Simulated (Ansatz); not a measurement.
Saddle point of Si3H9F, singlet (Si₂H₅F ([F][SiH2][SiH3]) + SiH₄ → Si₃H₈ ([SiH3][SiH2][SiH3]) + HF; bonds formed: Si1–Si7, F2–H6; bonds broken: Si1–F2, H6–Si7), PBE0-D4/def2-TZVP structure:

Si1  (-0.847, 0.025, 0.248)
F2  (0.051, 1.533, 1.188)
H3  (-1.208, -0.780, -0.982)
H4  (-2.151, 0.603, 0.639)
Si5  (0.262, -1.504, 1.618)
H6  (0.246, 1.403, -0.004)
Si7  (0.408, 1.022, -1.760)
H8  (0.289, -1.037, 3.027)
H9  (-0.411, -2.829, 1.539)
H10  (1.656, -1.649, 1.121)
H11  (1.361, 2.164, -1.870)
H12  (-0.763, 1.280, -2.631)
H13  (1.106, -0.231, -2.134)
(Å)

Energies are electronic, without zero-point energy. Barriers and step energies count from the start structure reached by relaxing down the imaginary mode; all methods use the PBE0-D4 structures, on which another method's saddle can fall below an end. Ansatz 0.2.0; basis: def2-TZVPP, with def2-QZVPP for the basis limit; cores frozen in the correlated methods. B3LYP uses VWN-RPA correlation. Extrapolation: Hartree–Fock as exp(−7.88 √X), correlation as X^−2.97.

```json
{"method": "SPW92", "barrier (kJ/mol)": "187.2", "step energy (kJ/mol)": "77.6"}
{"method": "PBE-D4", "barrier (kJ/mol)": "217.7", "step energy (kJ/mol)": "83.1"}
{"method": "BLYP-D4", "barrier (kJ/mol)": "253.2", "step energy (kJ/mol)": "107.0"}
{"method": "r2SCAN-D4", "barrier (kJ/mol)": "248.1", "step energy (kJ/mol)": "101.8"}
{"method": "B97M-V", "barrier (kJ/mol)": "267.8", "step energy (kJ/mol)": "105.9"}
{"method": "PBE0-D4", "barrier (kJ/mol)": "?", "step energy (kJ/mol)": "89.6"}
{"method": "B3LYP-D4", "barrier (kJ/mol)": "273.7", "step energy (kJ/mol)": "110.9"}
{"method": "r2SCAN0-D4", "barrier (kJ/mol)": "266.9", "step energy (kJ/mol)": "103.4"}
{"method": "BHLYP-D4", "barrier (kJ/mol)": "307.1", "step energy (kJ/mol)": "120.3"}
{"method": "CAM-B3LYP-D4", "barrier (kJ/mol)": "283.2", "step energy (kJ/mol)": "118.4"}
{"method": "wB97X-V", "barrier (kJ/mol)": "275.8", "step energy (kJ/mol)": "109.5"}
{"method": "wB97M-V", "barrier (kJ/mol)": "272.2", "step energy (kJ/mol)": "111.6"}
{"method": "B2PLYP", "barrier (kJ/mol)": "283.1", "step energy (kJ/mol)": "115.7"}
{"method": "PBE-QIDH", "barrier (kJ/mol)": "271.6", "step energy (kJ/mol)": "101.2"}
{"method": "RPA on PBE", "barrier (kJ/mol)": "?", "step energy (kJ/mol)": "113.5"}
{"method": "HF", "barrier (kJ/mol)": "?", "step energy (kJ/mol)": "145.6"}
{"method": "MP2", "barrier (kJ/mol)": "281.3", "step energy (kJ/mol)": "111.0"}
{"method": "CCSD", "barrier (kJ/mol)": "302.2", "step energy (kJ/mol)": "113.1"}
{"method": "CCSD(T)", "barrier (kJ/mol)": "285.0", "step energy (kJ/mol)": "107.6"}
```

Problem. Fill in the withheld barriers. (An estimate is asked for; the value comes from the calculation.)

Solution. Computed: HF 382.4; PBE0-D4 246.9; RPA on PBE 285.0 kJ/mol. Each is the energy of the saddle less that of the start structure, by the same method.

For comparison, the barrier by CCSD(T) at an estimated basis limit (MP2 extrapolated from triple and quadruple zeta, plus CCSD(T) − MP2 in triple zeta) is 281.4 kJ/mol.

No T1 diagnostic of these runs exceeds 0.015.

Labels in which every atom is bracketed show which atoms are joined, not bond orders.

For scale, one of the runs: CCSD(T)/def2-TZVPP, 283 basis functions, launched by `ansatz run in.yaml --threads 8 --pin off --events-out ev --progress --plain --max-ram 19148MiB`. Time: 78 s of wall clock on 8 CPU threads of an Arm Neoverse V2; the host was shared. Peak host memory: 7.6 GiB.
